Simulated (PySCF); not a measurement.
trifluoroacetic acid (C2HF3O2), singlet, geometry from GFN2-xTB; PBE0/STO-3G (PySCF).

Input for PySCF:
```python
from pyscf import gto, scf, dft

mol = gto.M(
    atom='''
O     1.581176   -0.848217    0.389000
C     0.943471    0.232157   -0.010556
O     1.424852    1.275906   -0.320080
C    -0.590699   -0.048204   -0.025323
F    -1.028069   -0.384854    1.192194
F    -1.276336    1.018490   -0.423723
F    -0.885622   -1.056682   -0.851740
H     2.545399   -0.717810    0.413335
''',
    basis='sto-3g',
    charge=0,
    spin=0,
    verbose=4,
)

mf = dft.RKS(mol)
mf.xc = 'pbe0'
mf.kernel()
mf.analyze()
```

Question: Write the output that PySCF gives for this input, abridged.

Answer: 
```
PySCF version 2.14.0

[INPUT] verbose = 4
[INPUT] num. atoms = 8
[INPUT] num. electrons = 56
[INPUT] charge = 0
[INPUT] spin (= nelec alpha-beta = 2S) = 0
[INPUT] symmetry False subgroup None
[INPUT] Mole.unit = angstrom
[INPUT] Symbol           X                Y                Z      unit          X                Y                Z       unit  Magmom
[INPUT]  1 O      1.581176000000  -0.848217000000   0.389000000000 AA    2.987989594735  -1.602897824200   0.735103462456 Bohr   0.0
[INPUT]  2 C      0.943471000000   0.232157000000  -0.010556000000 AA    1.782901796470   0.438713147901  -0.019947948971 Bohr   0.0
[INPUT]  3 O      1.424852000000   1.275906000000  -0.320080000000 AA    2.692580048039   2.411112900689  -0.604863537951 Bohr   0.0
[INPUT]  4 C     -0.590699000000  -0.048204000000  -0.025323000000 AA   -1.116259332054  -0.091092358109  -0.047853534652 Bohr   0.0
[INPUT]  5 F     -1.028069000000  -0.384854000000   1.192194000000 AA   -1.942768847155  -0.727268657943   2.252920147350 Bohr   0.0
[INPUT]  6 F     -1.276336000000   1.018490000000  -0.423723000000 AA   -2.411925482923   1.924667160608  -0.800720422679 Bohr   0.0
[INPUT]  7 F     -0.885622000000  -1.056682000000  -0.851740000000 AA   -1.673583029890  -1.996839580758  -1.609555329337 Bohr   0.0
[INPUT]  8 H      2.545399000000  -0.717810000000   0.413335000000 AA    4.810106987742  -1.356464309474   0.781089947697 Bohr   0.0

nuclear repulsion = 336.750349951868
number of shells = 22
number of NR pGTOs = 108
number of NR cGTOs = 36
basis = sto-3g
ecp = {}

******** <class 'pyscf.dft.rks.RKS'> ********
method = RKS
initial guess = minao
damping factor = 0
level_shift factor = 0
DIIS = <class 'pyscf.scf.diis.CDIIS'>
diis_start_cycle = 1
diis_space = 8
diis_damp = 0
SCF conv_tol = 1e-09
SCF conv_tol_grad = None
SCF max_cycles = 50
direct_scf = True
direct_scf_tol = 1e-13
XC library pyscf.dft.libxc version 7.1.2
    S. Lehtola, C. Steigemann, M. J. T. Oliveira, and M. A. L. Marques,  SoftwareX 7, 1–5 (2018)
XC functionals = pbe0
    C. Adamo and V. Barone,  J. Chem. Phys. 110, 6158 (1999)
    M. Ernzerhof and G. E. Scuseria,  J. Chem. Phys. 110, 5029 (1999)
radial grids:
    Treutler-Ahlrichs [JCP 102, 346 (1995); DOI:10.1063/1.469408] (M4) radial grids

becke partition: Becke, JCP 88, 2547 (1988); DOI:10.1063/1.454033
pruning grids: <function nwchem_prune>
grids dens level: 3
symmetrized grids: False
atomic radii adjust function: <function treutler_atomic_radii_adjust>
small_rho_cutoff = 0
Set gradient conv threshold to 3.16228e-05
Initial guess from minao.
tot grids = 109000
init E= -520.32383449396
  HOMO = -0.351995907195429  LUMO = -0.0611952390269319  gap/eV = 7.91309
cycle= 1 E= -518.556872172377  delta_E= 1.77  |g|= 1.07  |ddm|= 4.01
  HOMO = -0.0774400525066639  LUMO = 0.12378162974426  gap/eV = 5.47552
cycle= 2 E= -518.022079797097  delta_E= 0.535  |g|= 1.91  |ddm|= 3.31
  HOMO = -0.177013142763955  LUMO = 0.095378307232432  gap/eV = 7.41215
cycle= 3 E= -518.866667821896  delta_E= -0.845  |g|= 0.418  |ddm|=  2.3
  HOMO = -0.154451622568428  LUMO = 0.114628509386336  gap/eV = 7.32204
cycle= 4 E= -518.914017431463  delta_E= -0.0473  |g|= 0.122  |ddm|= 0.652
  HOMO = -0.168910640328047  LUMO = 0.109525139365209  gap/eV = 7.57662
cycle= 5 E= -518.918327063751  delta_E= -0.00431  |g|= 0.0116  |ddm|= 0.149
  HOMO = -0.169847423663447  LUMO = 0.109536156944373  gap/eV = 7.60241
cycle= 6 E= -518.918361241478  delta_E= -3.42e-05  |g|= 0.00323  |ddm|= 0.0141
  HOMO = -0.169836885811226  LUMO = 0.109542205645918  gap/eV = 7.60229
cycle= 7 E= -518.918364265931  delta_E= -3.02e-06  |g|= 0.000298  |ddm|= 0.00435
  HOMO = -0.169844947034562  LUMO = 0.109580739245047  gap/eV = 7.60356
cycle= 8 E= -518.918364295773  delta_E= -2.98e-08  |g|= 4.81e-05  |ddm|= 0.000579
  HOMO = -0.169854904829596  LUMO = 0.109564028102484  gap/eV = 7.60338
cycle= 9 E= -518.918364296591  delta_E= -8.18e-10  |g|= 1.13e-05  |ddm|= 9.45e-05
  HOMO = -0.169854402460146  LUMO = 0.109565426925513  gap/eV = 7.60340
Extra cycle  E= -518.9183642966  delta_E= -8.87e-12  |g|= 1.05e-05  |ddm|= 3.26e-05
converged SCF energy = -518.9183642966
**** SCF Summaries ****
Total Energy =                        -518.918364296599634
Nuclear Repulsion Energy =             336.750349951867520
One-electron Energy =                -1392.518372568514224
Two-electron Energy =                  536.849658320047070
Two-electron Coulomb Energy =          596.617577717013432
DFT Exchange-Correlation Energy =      -59.767919396966334
HOMO-LUMO gap [eV] =                     7.603400839055704
**** MO energy ****
MO #1   energy= -24.4837970255804  occ= 2
MO #2   energy= -24.4777235145673  occ= 2
MO #3   energy= -24.4775071858077  occ= 2
MO #4   energy= -19.0349468475056  occ= 2
MO #5   energy= -18.9623203138963  occ= 2
MO #6   energy= -10.2592744177352  occ= 2
MO #7   energy= -10.1808494853566  occ= 2
MO #8   energy= -1.24778527176044  occ= 2
MO #9   energy= -1.14509022796178  occ= 2
MO #10  energy= -1.1418099655432   occ= 2
MO #11  energy= -1.10910327762616  occ= 2
MO #12  energy= -1.01459988659746  occ= 2
MO #13  energy= -0.688078081682106 occ= 2
MO #14  energy= -0.5667531657415   occ= 2
MO #15  energy= -0.504663917493698 occ= 2
MO #16  energy= -0.469305615875931 occ= 2
MO #17  energy= -0.456017207585104 occ= 2
MO #18  energy= -0.400741491370521 occ= 2
MO #19  energy= -0.393723166576428 occ= 2
MO #20  energy= -0.330938067845454 occ= 2
MO #21  energy= -0.275446310145961 occ= 2
MO #22  energy= -0.274878352356059 occ= 2
MO #23  energy= -0.252681586392963 occ= 2
MO #24  energy= -0.247116452198527 occ= 2
MO #25  energy= -0.246706835728248 occ= 2
MO #26  energy= -0.23809461634722  occ= 2
MO #27  energy= -0.229712191177946 occ= 2
MO #28  energy= -0.169854402460146 occ= 2
MO #29  energy= 0.109565426925513  occ= 0
MO #30  energy= 0.286500133071387  occ= 0
MO #31  energy= 0.352109486458168  occ= 0
MO #32  energy= 0.387593200618307  occ= 0
MO #33  energy= 0.401048210821555  occ= 0
MO #34  energy= 0.412482248404415  occ= 0
MO #35  energy= 0.485001816827374  occ= 0
MO #36  energy= 0.737149288026988  occ= 0
 ** Mulliken pop on meta-lowdin orthogonal AOs  **
 ** Mulliken pop  **
pop of  0 O 1s            1.99985
pop of  0 O 2s            1.66541
pop of  0 O 2px           1.21420
pop of  0 O 2py           1.53614
pop of  0 O 2pz           1.72234
pop of  1 C 1s            1.99980
pop of  1 C 2s            1.04580
pop of  1 C 2px           0.98857
pop of  1 C 2py           0.87790
pop of  1 C 2pz           0.98133
pop of  2 O 1s            1.99987
pop of  2 O 2s            1.75207
pop of  2 O 2px           1.72918
pop of  2 O 2py           1.40494
pop of  2 O 2pz           1.28047
pop of  3 C 1s            1.99977
pop of  3 C 2s            1.08858
pop of  3 C 2px           0.99145
pop of  3 C 2py           0.84705
pop of  3 C 2pz           0.84669
pop of  4 F 1s            1.99995
pop of  4 F 2s            1.88666
pop of  4 F 2px           1.85739
pop of  4 F 2py           1.87592
pop of  4 F 2pz           1.45302
pop of  5 F 1s            1.99994
pop of  5 F 2s            1.88344
pop of  5 F 2px           1.75931
pop of  5 F 2py           1.56266
pop of  5 F 2pz           1.86092
pop of  6 F 1s            1.99995
pop of  6 F 2s            1.88666
pop of  6 F 2px           1.89398
pop of  6 F 2py           1.59096
pop of  6 F 2pz           1.70139
pop of  7 H 1s            0.81646
 ** Mulliken atomic charges  **
charge of    0O =     -0.13794
charge of    1C =      0.10660
charge of    2O =     -0.16653
charge of    3C =      0.22645
charge of    4F =     -0.07293
charge of    5F =     -0.06627
charge of    6F =     -0.07293
charge of    7H =      0.18354
Dipole moment(X, Y, Z, Debye):  1.50532, -0.85287,  0.38524
```
